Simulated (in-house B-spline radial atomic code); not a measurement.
## BSE on G0W0@HF excitations of Lu II (Lu+)

Method: BSE on G0W0@HF. Computed with a B-spline radial code for spherical atoms: linear response of the closed shell [Xe] 4f14 6s2 with a statically screened interaction on G0W0 levels; scalar-relativistic (spin-free one-electron X2C), finite nucleus, no spin-orbit coupling, no double excitations, S, P, D and F terms only; shells from n = 4 respond. Only terms of natural parity with L up to 3 were computed.

Spin-orbit coupling is strong here, so these LS terms don't match observed levels.

Only levels near the gap carry their own quasi-particle shift, so the BSE energies are approximate.

Command:
```bash
python run_td.py task.json out
```
Settings (radii: box in bohr, nucleus in fm):
```
Z                        71
electrons                70
configuration            [Xe] 4f14 6s2
hamiltonian              x2c
method                   bse
box_radius               41.61
rms_radius               5.37
intervals                74
```

Run time, properties included: 6.8 s on 1 thread of Intel(R) Xeon(R) Platinum 8559C (Emerald Rapids) (shared host).

The lowest states, in the order of their Tamm-Dancoff energies; the method's threshold (minus the highest G0W0 level) is 14.001 eV. Labels give the largest channel, * marks a mixed state, and oscillator strengths are full-response dipole values. Measured ¹D terms are left out, since they can mix with doubly excited terms. Energies in eV:

```json
{"state": "6s → 5d 3D", "full response": "1.416", "Tamm-Dancoff": "1.503", "oscillator strength": "-", "measured (J-weighted term)": "1.628"}
{"state": "6s → 5d 1D", "full response": "2.532", "Tamm-Dancoff": "2.645", "oscillator strength": "-", "measured (J-weighted term)": "-"}
{"state": "6s → 6p 3P", "full response": "3.489", "Tamm-Dancoff": "3.576", "oscillator strength": "-", "measured (J-weighted term)": "3.789"}
{"state": "6s → 6p 1P", "full response": "5.465", "Tamm-Dancoff": "5.725", "oscillator strength": "2.24", "measured (J-weighted term)": "4.739"}
{"state": "6s → 7s 3S", "full response": "8.056", "Tamm-Dancoff": "8.064", "oscillator strength": "-", "measured (J-weighted term)": "7.907"}
{"state": "6s → 7s 1S", "full response": "8.542", "Tamm-Dancoff": "8.555", "oscillator strength": "-", "measured (J-weighted term)": "8.553"}
{"state": "6s → 6d 3D", "full response": "?", "Tamm-Dancoff": "?", "oscillator strength": "-", "measured (J-weighted term)": "-"}
{"state": "6s → 6d 1D", "full response": "?", "Tamm-Dancoff": "?", "oscillator strength": "-", "measured (J-weighted term)": "-"}
{"state": "6s → 7p 3P", "full response": "9.454", "Tamm-Dancoff": "9.459", "oscillator strength": "-", "measured (J-weighted term)": "-"}
{"state": "6s → 7p 1P", "full response": "9.727", "Tamm-Dancoff": "9.768", "oscillator strength": "0.0476", "measured (J-weighted term)": "-"}
{"state": "6s → 5f 3F", "full response": "10.498", "Tamm-Dancoff": "10.499", "oscillator strength": "-", "measured (J-weighted term)": "-"}
{"state": "6s → 5f 1F", "full response": "10.596", "Tamm-Dancoff": "10.596", "oscillator strength": "-", "measured (J-weighted term)": "-"}
{"state": "6s → 8s 3S", "full response": "10.687", "Tamm-Dancoff": "10.689", "oscillator strength": "-", "measured (J-weighted term)": "-"}
{"state": "6s → 8s 1S", "full response": "10.856", "Tamm-Dancoff": "10.861", "oscillator strength": "-", "measured (J-weighted term)": "-"}
{"state": "6s → 7d 3D", "full response": "11.142", "Tamm-Dancoff": "11.143", "oscillator strength": "-", "measured (J-weighted term)": "-"}
{"state": "6s → 7d 1D", "full response": "11.195", "Tamm-Dancoff": "11.196", "oscillator strength": "-", "measured (J-weighted term)": "-"}
{"state": "6s → 8p 3P", "full response": "11.275", "Tamm-Dancoff": "11.276", "oscillator strength": "-", "measured (J-weighted term)": "-"}
```

Problem. Where does 6s → 6d 3D lie?

Solution. At 9.196 eV in full response, 9.198 eV in Tamm-Dancoff.

Problem. Where does 6s → 6d 1D lie?

Solution. At 9.316 eV in full response, 9.317 eV in Tamm-Dancoff.

Problem. How large is the singlet-triplet splitting of 6s → 5d (D terms) in Tamm-Dancoff?

Solution. 1.14 eV, from the unrounded values.

Problem. What polarisabilities and dispersion coefficient does the method give?

Solution. Dipole 60.06 bohr³, quadrupole 968.7 bohr⁵, C6 615.5 hartree·bohr⁶ for two such species.
